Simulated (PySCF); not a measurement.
C₃H₃BFNO, SMILES C1OB(F)[C@@H]1C#N. Atoms are numbered in the order given.

```xyz
10

N      2.7495    -0.2764    -0.1699
C      1.6610    -0.2419     0.2279
C      0.2909    -0.2049     0.6973
C     -0.6641    -1.3424     0.2314
O     -1.5941    -0.4315    -0.4332
B     -0.8059     0.6267    -0.1264
F     -1.0060     1.8826    -0.4430
H      0.2577    -0.0255     1.7835
H     -0.2254    -2.0437    -0.4918
H     -1.1687    -1.8850     1.0432
```

Geometry: B3LYP-D3(BJ)/def2-SVP. The structure was generated by enumeration; whether it is a known compound was not checked.

Method: TDA-LC-ωPBE/def2-SVPD in PySCF.

Vertical excitations. Isolated molecule, no solvent.

Q: List the lowest excited states. (An estimate is asked for; the answer gives what the named calculation found.)

A: 
```json
[
 {"state": "S1", "energy (eV)": "7.42", "λ (nm)": "167", "f": "0.003", "main pairs": "HOMO→LUMO+5 20 %, HOMO→LUMO+4 17 %, HOMO→LUMO 17 %, HOMO→LUMO+2 13 %"},
 {"state": "S2", "energy (eV)": "7.82", "λ (nm)": "159", "f": "0.013", "main pairs": "HOMO→LUMO+1 47 %, HOMO−1→LUMO+5 9 %"},
 {"state": "S3", "energy (eV)": "8.09", "λ (nm)": "153", "f": "0.008", "main pairs": "HOMO−1→LUMO+1 32 %, HOMO−1→LUMO+6 15 %, HOMO−1→LUMO+5 8 %, HOMO−1→LUMO+7 7 %"},
 {"state": "S4", "energy (eV)": "8.30", "λ (nm)": "149", "f": "0.016", "main pairs": "HOMO→LUMO+1 16 %, HOMO→LUMO+6 15 %, HOMO−4→LUMO+1 14 %, HOMO−1→LUMO+5 10 %"},
 {"state": "S5", "energy (eV)": "9.00", "λ (nm)": "138", "f": "0.011", "main pairs": "HOMO→LUMO 50 %, HOMO→LUMO+3 13 %"},
 {"state": "S6", "energy (eV)": "9.18", "λ (nm)": "135", "f": "0.003", "main pairs": "HOMO−1→LUMO+1 21 %, HOMO−5→LUMO+1 13 %, HOMO−1→LUMO+6 8 %, HOMO−1→LUMO 8 %"},
 {"state": "S7", "energy (eV)": "9.36", "λ (nm)": "132", "f": "0.034", "main pairs": "HOMO−2→LUMO 38 %, HOMO−2→LUMO+1 31 %, HOMO−2→LUMO+3 9 %"},
 {"state": "S8", "energy (eV)": "9.47", "λ (nm)": "131", "f": "0.009", "main pairs": "HOMO−3→LUMO+5 26 %, HOMO−3→LUMO+2 19 %, HOMO−3→LUMO+4 14 %, HOMO−3→LUMO 13 %"},
 {"state": "S9", "energy (eV)": "9.51", "λ (nm)": "130", "f": "0.043", "main pairs": "HOMO−2→LUMO+1 38 %, HOMO−2→LUMO 26 %"},
 {"state": "S10", "energy (eV)": "9.62", "λ (nm)": "129", "f": "0.017", "main pairs": "HOMO−1→LUMO 41 %, HOMO−1→LUMO+3 12 %"},
 {"state": "T1", "energy (eV)": "6.11", "λ (nm)": "203", "f": "0", "main pairs": "HOMO→LUMO+1 12 %, HOMO−1→LUMO+5 12 %, HOMO→LUMO+5 11 %, HOMO−1→LUMO+4 9 %"},
 {"state": "T2", "energy (eV)": "6.64", "λ (nm)": "187", "f": "0", "main pairs": "HOMO→LUMO+4 14 %, HOMO→LUMO+5 13 %, HOMO→LUMO 11 %, HOMO→LUMO+2 8 %"},
 {"state": "T3", "energy (eV)": "6.69", "λ (nm)": "185", "f": "0", "main pairs": "HOMO→LUMO+1 18 %, HOMO−1→LUMO+4 11 %, HOMO−1→LUMO+5 10 %, HOMO→LUMO+5 9 %"},
 {"state": "T4", "energy (eV)": "7.41", "λ (nm)": "167", "f": "0", "main pairs": "HOMO→LUMO+1 32 %, HOMO−4→LUMO+1 14 %, HOMO→LUMO+6 12 %"}
]
```
Triplets are in the Tamm–Dancoff approximation.
